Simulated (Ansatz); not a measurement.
Consider the formal exchange of groups at the Si–N bond: `N[SiH](N)N` + `[F][GaH][Cl]` → `N[SiH](N)[Ga]([F])[Cl]` + NH₃.

Calculated with Ansatz (gas phase, PBE0-D4/def2-TZVP geometries, no zero-point term in ΔE). CCSD(T)/CBS is the MP2 limit (def2-TZVPP, def2-QZVPP) plus CCSD(T) − MP2 in def2-TZVPP, frozen cores. This one scheme is used for every species. DFT in def2-TZVPP. B3LYP here is the variant with VWN-RPA as its local correlation; programs differ in this. For Ga outer-core shells are correlated without core-valence functions, which leaves a few kJ/mol of doubt a bond. Scalar relativity is left out up to krypton. Each species was taken in one conformer, which may not be the lowest.

`N[SiH](N)N`:

```xyz
11

N    -0.242   -0.855    1.311
Si   -0.312   -0.093   -0.219
N    -0.491    1.572    0.155
N     1.044   -0.724   -1.059
H    -0.011   -1.832    1.376
H    -0.860   -0.562    2.048
H    -1.453   -0.369   -1.139
H    -0.864    2.207   -0.530
H     0.146    2.037    0.782
H     1.075   -0.694   -2.065
H     1.968   -0.688   -0.660
```

`[F][GaH][Cl]`:

Z-matrix (Å, degrees):
```
Ga
F 1 1.744
Cl 1 2.122 2 113.4
H 1 1.541 2 120.8 3 180.0
```

`N[SiH](N)[Ga]([F])[Cl]`:

Z-matrix (Å, degrees):
```
Si
N 1 1.707
Ga 1 2.420 2 117.7
N 1 1.702 2 110.3 3 113.6
H 1 1.490 2 103.8 3 -119.1
H 2 1.007 1 122.0 3 -59.0
H 2 1.007 1 120.6 3 93.5
F 3 1.757 1 128.0 2 -52.5
Cl 3 2.164 1 121.6 2 125.7
H 4 1.006 1 122.1 2 -139.4
H 4 1.007 1 123.0 2 57.3
```

NH₃:

Z-matrix (Å, degrees):
```
N
H 1 1.013
H 1 1.013 2 107.1
H 1 1.013 2 107.1 3 -114.5
```

```json
{"level": "B97M-V", "ΔE (kcal/mol)": "10.7"}
{"level": "B3LYP-D4", "ΔE (kcal/mol)": "7.6"}
{"level": "r2SCANh-D4", "ΔE (kcal/mol)": "9.3"}
{"level": "PBE-QIDH", "ΔE (kcal/mol)": "10.6"}
{"level": "PBE", "ΔE (kcal/mol)": "5.3"}
{"level": "r2SCANh", "ΔE (kcal/mol)": "9.6"}
{"level": "SCS-MP2/def2-TZVPP", "ΔE (kcal/mol)": "12.0"}
{"level": "MP2/def2-QZVPP", "ΔE (kcal/mol)": "11.1"}
```

What does CCSD(T)/CBS give? (Best estimate.)

The calculation gave: +9.5 kcal/mol. The listed levels differ from it by 1.2, -1.9, -0.2, 1.1, -4.2, 0.1, 2.5, 1.6 kcal/mol.

Largest T1 diagnostic among the species: 0.013.

From BLYP to BHLYP (50 % exact exchange), in def2-TZVPP and without D4, ΔE moves by +5.1 kcal/mol. In def2-TZVPP, CCSD(T) changes the Hartree–Fock value by −4.6 kcal/mol (the triples alone add −0.7 kcal/mol) and MP2 by −3.7 kcal/mol. The D4 term adds −1.3 kcal/mol with B3LYP and −0.8 kcal/mol with PBE0; it sums over pairs of atoms, weighted by their polarisabilities, and B3LYP, whose exchange is more repulsive, gets the larger term.
